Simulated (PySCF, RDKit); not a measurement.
Complex: CHN (SMILES C#N) (first 3 atoms) with H4OSi (SMILES O[SiH3]); geometry from B3LYP-D3(BJ)/def2-TZVP, rigid monomers moved along the line of their centres of mass till H3···O4 is 3.64 Å.
(charge 0, multiplicity 1):
```xyz
9

C     -1.2417     1.0410     0.1797
N     -1.9882     1.3818    -0.6216
H     -0.5411     0.7218     0.9316
O      1.5179    -0.5338     3.6552
Si     1.0789    -1.4586     4.9691
H      2.4373    -0.2667     3.5723
H      1.8227    -2.7391     4.9838
H     -0.3659    -1.6969     4.7974
H      1.3430    -0.7356     6.2341
```

Interaction energies are E(AB) − E(A) − E(B) at the monomers' geometry in the complex; basis-set methods are counterpoise corrected. Rows marked so take none. RDKit's UFF carries no charges.

Rows in 3-21G carry no dispersion term and start afresh at each structure.

Codes used: PySCF for 3-21G rows; RDKit for the force fields. Each number belongs to the level named beside it.

### Question
One of these levels gives -83.2 meV for the interaction energy. Which?
A) HF/3-21G (no counterpoise)
B) UFF
C) MMFF94

### Answer
A, HF/3-21G (no counterpoise). The others give -64.9 (MMFF94), -8.9 (UFF)
